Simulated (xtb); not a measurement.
C2F2N (SMILES N#C[C](F)F), doublet, at a GFN2-xTB geometry, atoms displaced at random by about 0.1 Å a coordinate; GFN1-xTB run with xtb.

Here is a job for xtb.
```
$ xtb mol.xyz --gfn 1 --uhf 1 --opt vtight --json

# file mol.xyz
5

C      0.09936053    -0.02974841    -0.35672300
C      0.09095099     0.30660095     0.98624046
F      1.21231017    -0.37896194    -0.94749347
F     -1.12943608    -0.33976712    -1.02359596
N     -0.00427455     0.50023625     2.04682141
```

Task: What does xtb print? Leave out banner, timings and long lists.

Result: 
```
   ID    Z sym.   atoms
    1    6 C      1, 2
    2    9 F      3, 4
    3    7 N      5

           -------------------------------------------------
          |                Calculation Setup                |
           -------------------------------------------------

           -------------------------------------------------
          |                 G F N 1 - x T B                 |
           -------------------------------------------------

          ...................................................
          :                      SETUP                      :
          :.................................................:
          :  # basis functions                  20          :
          :  # atomic orbitals                  20          :
          :  # shells                           10          :
          :  # electrons                        27          :
          :  # halogen bonds                     0          :
          :  max. iterations                   250          :
          :  Hamiltonian                  GFN1-xTB          :
          :  restarted?                      false          :
          :  GBSA solvation                  false          :
          :  PC potential                    false          :
          :  electronic temp.          300.0000000     K    :
          :  accuracy                    1.0000000          :
          :  -> integral cutoff          0.2500000E+02      :
          :  -> integral neglect         0.1000000E-07      :
          :  -> SCF convergence          0.1000000E-05 Eh   :
          :  -> wf. convergence          0.2000000E-04 e    :
          :  Broyden damping             0.4000000          :
          :  net charge                          0          :
          :  unpaired electrons                  1          :
          ...................................................

 iter      E             dE          RMSdq      gap      omega  full diag
   1    -17.7316433 -0.177316E+02  0.842E+00    3.47       0.0  T
   2    -17.7578798 -0.262365E-01  0.511E+00    4.01       1.0  T
   3    -17.7540217  0.385814E-02  0.144E+00    3.53       1.0  T
   4    -17.7595597 -0.553796E-02  0.295E-01    3.83       1.0  T
   5    -17.7598721 -0.312449E-03  0.153E-02    3.81       2.9  T
   6    -17.7598734 -0.131139E-05  0.166E-03    3.81      26.9  T
   7    -17.7598734 -0.114922E-07  0.630E-04    3.81      71.0  T
   8    -17.7598734 -0.879144E-09  0.341E-04    3.81     131.0  T
   9    -17.7598734 -0.626653E-09  0.252E-07    3.81  100000.0  T
  10    -17.7598734  0.177636E-13  0.260E-08    3.81  100000.0  T

   *** convergence criteria satisfied after 10 iterations ***

         :::::::::::::::::::::::::::::::::::::::::::::::::::::
         ::                     SUMMARY                     ::
         :::::::::::::::::::::::::::::::::::::::::::::::::::::
         :: total energy             -17.559066223323 Eh    ::
         :: gradient norm              0.344365608489 Eh/a0 ::
         :: HOMO-LUMO gap              3.812453556653 eV    ::
         ::.................................................::
         :: SCC energy               -17.759873430803 Eh    ::
         :: -> electrostatic           0.041287864592 Eh    ::
         :: repulsion energy           0.201859421443 Eh    ::
         :: dispersion energy         -0.001052213963 Eh    ::
         :: halogen bond corr.         0.000000000000 Eh    ::
         :: add. restraining           0.000000000000 Eh    ::
         :: total charge               0.000000000000 e     ::
         :::::::::::::::::::::::::::::::::::::::::::::::::::::

      -----------------------------------------------------------
     |                   =====================                   |
     |                        A N C O P T                        |
     |                   =====================                   |
     |               Approximate Normal Coordinate               |
[...]
 * total energy  :   -17.5854811 Eh     change       -0.3199796E-02 Eh
 * total energy  :   -17.5829914 Eh     change        0.2489706E-02 Eh
 * total energy  :   -17.5862891 Eh     change       -0.3297780E-02 Eh
 * total energy  :   -17.5864206 Eh     change       -0.1314873E-03 Eh
 * total energy  :   -17.5864450 Eh     change       -0.2438272E-04 Eh
 * total energy  :   -17.5864699 Eh     change       -0.2491148E-04 Eh
 * total energy  :   -17.5864933 Eh     change       -0.2333054E-04 Eh
 * total energy  :   -17.5865015 Eh     change       -0.8284091E-05 Eh
 * total energy  :   -17.5865124 Eh     change       -0.1081613E-04 Eh
 * total energy  :   -17.5865196 Eh     change       -0.7261836E-05 Eh
 * total energy  :   -17.5865208 Eh     change       -0.1215043E-05 Eh
 * total energy  :   -17.5865208 Eh     change       -0.1390756E-07 Eh
   *** GEOMETRY OPTIMIZATION CONVERGED AFTER 14 ITERATIONS ***
         :: total energy             -17.586520848581 Eh    ::
[...]
         :: -> electrostatic           0.040664988697 Eh    ::
         :: repulsion energy           0.144930688134 Eh    ::
         :: dispersion energy         -0.001047737976 Eh    ::
         :: halogen bond corr.         0.000000000000 Eh    ::
         :: add. restraining           0.000000000000 Eh    ::
         :: total charge              -0.000000000000 e     ::
         :::::::::::::::::::::::::::::::::::::::::::::::::::::

           -------------------------------------------------
          |                Property Printout                |
           -------------------------------------------------

    * Orbital Energies and Occupations

         #    Occupation            Energy/Eh            Energy/eV
      -------------------------------------------------------------
         1        2.0000           -0.9330878             -25.3906
         2        2.0000           -0.9323944             -25.3717
         3        2.0000           -0.7857721             -21.3819
         4        2.0000           -0.7286729             -19.8282
         5        2.0000           -0.6817427             -18.5512
         6        2.0000           -0.6649773             -18.0950
         7        2.0000           -0.6617620             -18.0075
         8        2.0000           -0.6104994             -16.6125
         9        2.0000           -0.6014101             -16.3652
        10        2.0000           -0.5994820             -16.3127
        11        2.0000           -0.5468505             -14.8806
        12        2.0000           -0.5371949             -14.6178
        13        2.0000           -0.5302944             -14.4300
        14        1.0000           -0.4064744             -11.0607 (HOMO)
        15                         -0.2925892              -7.9618 (LUMO)
        16                         -0.2138012              -5.8178
        17                         -0.0657033              -1.7879
        18                          0.1088584               2.9622
        19                          0.2547005               6.9308
        20                          1.2333733              33.5618
      -------------------------------------------------------------
                  HL-Gap            0.1138852 Eh            3.0990 eV
             Fermi-level           -0.4089581 Eh          -11.1283 eV

  Mulliken/CM5 charges         n(s)   n(p)   n(d)
     1C     0.44033  0.48441   0.980  2.579  0.000
     2C     0.16742  0.28530   1.022  2.811  0.000
     3F    -0.18794 -0.20930   1.816  5.372  0.000
     4F    -0.18795 -0.20931   1.816  5.372  0.000
     5N    -0.23184 -0.35110   1.679  3.553  0.000

Wiberg/Mayer (AO) data.
largest (>0.10) Wiberg bond orders for each atom

 ---------------------------------------------------------------------------
     #   Z sym  total        # sym  WBO       # sym  WBO       # sym  WBO
 ---------------------------------------------------------------------------
     1   6 C    3.534 --     2 C    1.283     3 F    1.030     4 F    1.030
                             5 N    0.191
     2   6 C    3.975 --     5 N    2.621     1 C    1.283
     3   9 F    1.172 --     1 C    1.030
     4   9 F    1.172 --     1 C    1.030
     5   7 N    2.908 --     2 C    2.621     1 C    0.191
 ---------------------------------------------------------------------------

Topologies differ in total number of bonds
Writing topology from bond orders to xtbtopo.mol

 dipole moment from electron density (au)
     X       Y       Z
   0.0094  -0.1859  -0.6494  total (Debye):    1.717

optimized geometry written to: xtbopt.xyz

           -------------------------------------------------
          | TOTAL ENERGY              -17.586520848581 Eh   |
          | GRADIENT NORM               0.000069495632 Eh/α |
          | HOMO-LUMO GAP               3.098973699062 eV   |
           -------------------------------------------------

normal termination of xtb
```
